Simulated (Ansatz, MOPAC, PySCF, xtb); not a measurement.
Potential energy surface of H₃ (cation, charge +1), singlet: symmetric bend, bond length relaxed. Scanned: H-H-H angle. Other coordinates (H-H bond length) were minimised at PBE0/def2-TZVP.

PM6, restricted, heats of formation (MOPAC); RKS-LDA (SVWN5)/6-31G* = restricted LDA (SVWN5)/6-31G*, spherical d run with PySCF; GFN1-xTB (xtb); FCI/aug-cc-pVQZ = full CI/aug-cc-pVQZ, frozen core (Ansatz, an electronic-structure program).

Energies relative to the lowest point of each profile, in mEh; the last columns give the difference from FCI:

```json
[
 {"a / °": "180", "PM6": "59.1", "RKS-LDA (SVWN5)/6-31G*": "46.4", "GFN1-xTB": "10.3", "FCI/aug-cc-pVQZ": "65.0", "PM6 − FCI/aug-cc-pVQZ": "-5.9", "RKS-LDA (SVWN5)/6-31G* − FCI/aug-cc-pVQZ": "-18.6", "GFN1-xTB − FCI/aug-cc-pVQZ": "-54.7"},
 {"a / °": "171.33", "PM6": "58.8", "RKS-LDA (SVWN5)/6-31G*": "46.3", "GFN1-xTB": "10.3", "FCI/aug-cc-pVQZ": "64.6", "PM6 − FCI/aug-cc-pVQZ": "-5.8", "RKS-LDA (SVWN5)/6-31G* − FCI/aug-cc-pVQZ": "-18.3", "GFN1-xTB − FCI/aug-cc-pVQZ": "-54.3"},
 {"a / °": "158.79", "PM6": "57.4", "RKS-LDA (SVWN5)/6-31G*": "45.7", "GFN1-xTB": "10.3", "FCI/aug-cc-pVQZ": "62.5", "PM6 − FCI/aug-cc-pVQZ": "-5.1", "RKS-LDA (SVWN5)/6-31G* − FCI/aug-cc-pVQZ": "-16.8", "GFN1-xTB − FCI/aug-cc-pVQZ": "-52.2"},
 {"a / °": "150.53", "PM6": "55.8", "RKS-LDA (SVWN5)/6-31G*": "44.8", "GFN1-xTB": "10.3", "FCI/aug-cc-pVQZ": "60.2", "PM6 − FCI/aug-cc-pVQZ": "-4.4", "RKS-LDA (SVWN5)/6-31G* − FCI/aug-cc-pVQZ": "-15.3", "GFN1-xTB − FCI/aug-cc-pVQZ": "-49.9"},
 {"a / °": "139.45", "PM6": "52.5", "RKS-LDA (SVWN5)/6-31G*": "42.8", "GFN1-xTB": "10.2", "FCI/aug-cc-pVQZ": "55.8", "PM6 − FCI/aug-cc-pVQZ": "-3.3", "RKS-LDA (SVWN5)/6-31G* − FCI/aug-cc-pVQZ": "-13.0", "GFN1-xTB − FCI/aug-cc-pVQZ": "-45.6"},
 {"a / °": "131.75", "PM6": "49.5", "RKS-LDA (SVWN5)/6-31G*": "40.7", "GFN1-xTB": "10.0", "FCI/aug-cc-pVQZ": "51.9", "PM6 − FCI/aug-cc-pVQZ": "-2.4", "RKS-LDA (SVWN5)/6-31G* − FCI/aug-cc-pVQZ": "-11.2", "GFN1-xTB − FCI/aug-cc-pVQZ": "-41.9"},
 {"a / °": "120.38", "PM6": "43.7", "RKS-LDA (SVWN5)/6-31G*": "36.3", "GFN1-xTB": "9.6", "FCI/aug-cc-pVQZ": "44.8", "PM6 − FCI/aug-cc-pVQZ": "-1.2", "RKS-LDA (SVWN5)/6-31G* − FCI/aug-cc-pVQZ": "-8.6", "GFN1-xTB − FCI/aug-cc-pVQZ": "-35.3"},
 {"a / °": "112.04", "PM6": "38.3", "RKS-LDA (SVWN5)/6-31G*": "32.0", "GFN1-xTB": "8.9", "FCI/aug-cc-pVQZ": "38.7", "PM6 − FCI/aug-cc-pVQZ": "-0.4", "RKS-LDA (SVWN5)/6-31G* − FCI/aug-cc-pVQZ": "-6.7", "GFN1-xTB − FCI/aug-cc-pVQZ": "-29.8"},
 {"a / °": "100.83", "PM6": "29.7", "RKS-LDA (SVWN5)/6-31G*": "25.0", "GFN1-xTB": "7.6", "FCI/aug-cc-pVQZ": "29.3", "PM6 − FCI/aug-cc-pVQZ": "0.4", "RKS-LDA (SVWN5)/6-31G* − FCI/aug-cc-pVQZ": "-4.4", "GFN1-xTB − FCI/aug-cc-pVQZ": "-21.7"},
 {"a / °": "89.97", "PM6": "20.2", "RKS-LDA (SVWN5)/6-31G*": "17.0", "GFN1-xTB": "5.7", "FCI/aug-cc-pVQZ": "19.5", "PM6 − FCI/aug-cc-pVQZ": "0.7", "RKS-LDA (SVWN5)/6-31G* − FCI/aug-cc-pVQZ": "-2.5", "GFN1-xTB − FCI/aug-cc-pVQZ": "-13.8"},
 {"a / °": "77.94", "PM6": "9.4", "RKS-LDA (SVWN5)/6-31G*": "8.0", "GFN1-xTB": "3.0", "FCI/aug-cc-pVQZ": "8.9", "PM6 − FCI/aug-cc-pVQZ": "0.5", "RKS-LDA (SVWN5)/6-31G* − FCI/aug-cc-pVQZ": "-0.9", "GFN1-xTB − FCI/aug-cc-pVQZ": "-5.9"},
 {"a / °": "70", "PM6": "3.5", "RKS-LDA (SVWN5)/6-31G*": "3.0", "GFN1-xTB": "1.2", "FCI/aug-cc-pVQZ": "3.3", "PM6 − FCI/aug-cc-pVQZ": "0.3", "RKS-LDA (SVWN5)/6-31G* − FCI/aug-cc-pVQZ": "-0.3", "GFN1-xTB − FCI/aug-cc-pVQZ": "-2.1"},
 {"a / °": "60", "PM6": "0.0", "RKS-LDA (SVWN5)/6-31G*": "0.0", "GFN1-xTB": "0.0", "FCI/aug-cc-pVQZ": "0.0", "PM6 − FCI/aug-cc-pVQZ": "0.0", "RKS-LDA (SVWN5)/6-31G* − FCI/aug-cc-pVQZ": "0.0", "GFN1-xTB − FCI/aug-cc-pVQZ": "0.0"}
]
```

PM6 is furthest from FCI/aug-cc-pVQZ at 180 (-5.9 mEh, below); its mean absolute difference over the points is 2.3 mEh.

RKS-LDA (SVWN5)/6-31G* is furthest from FCI/aug-cc-pVQZ at 180 (-18.6 mEh, below); its mean absolute difference over the points is 9.0 mEh.

GFN1-xTB is furthest from FCI/aug-cc-pVQZ at 180 (-54.7 mEh, below); its mean absolute difference over the points is 31.3 mEh.
